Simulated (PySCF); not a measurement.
A geometry optimisation on `[H][Sn]([I])([I])[I]` (SnHI3).

Computed with PBE0-D3(BJ)/def2-SVP geometry optimisation, gas phase, def2 core potentials past Kr (PySCF 2.14.0). Start geometry: GFN2-xTB. The command runs a driver script over a list of jobs; the input below is this job's line of settings and its coordinates in Å.

Command:
```bash
OMP_NUM_THREADS=1 python probes_run.py task.json out
```

Input:
```
{"job": {"xc": "PBE0", "basis": "def2-SVP", "d3": "d3bj", "grid": 1, "maxiter": 40, "shake": 0.03, "kind": "geom"}, "charge": 0, "multiplicity": 1}
Sn     0.056650    -0.078930     0.171950
H     -0.002970    -0.027420     1.919500
I      2.497210     0.004840    -0.724820
I     -1.187120     2.234750    -0.687960
I     -1.288920    -2.243730    -0.740780
```

Output:
```
step   0  E = -1108.18107964  max force = 0.025507
step   1  E = -1108.18331278  max force = 0.010490
step   2  E = -1108.18418637  max force = 0.002835
step   3  E = -1108.18425790  max force = 0.001929
step   4  E = -1108.18428117  max force = 0.000339
step   5  E = -1108.18427755  max force = 0.000216
step   6  E = -1108.18427445  max force = 0.000221
step   7  E = -1108.18427396  max force = 0.000194
optimisation converged
```

Energies in Eh; «max force» is the largest Cartesian gradient component in Eh/bohr.

Question: Give the first gradient maximum in eV/Å.

Answer: With 1 Eh/bohr = 51.422 eV/Å, 1.312 eV/Å.

Question: How much energy does the optimisation release, in kJ/mol?

Answer: E(step 0) − E(last step) = 0.003194 Eh, which is 8.4 kJ/mol.

Summary of the converged run: final energy -1108.18427 Eh after 7 steps; dipole 1.18 D.

Question: Where do the atoms end?

Answer: 0.060 Å rms from the input after alignment:
```
atom  x, y, z in Å
Sn1    0.0107   -0.0238    0.1956
H2    -0.0068   -0.0457    1.9039
I3     2.5412   -0.0507   -0.6951
I4    -1.2035    2.1878   -0.7071
I5    -1.2667   -2.1782   -0.7594
```

Time: 61 s; peak memory 0.44 GiB. Hardware: an AMD EPYC 9R45 with one thread, no GPU, shared host.
Labels such as C1 count atoms from 1, the log's own numbers from 0.
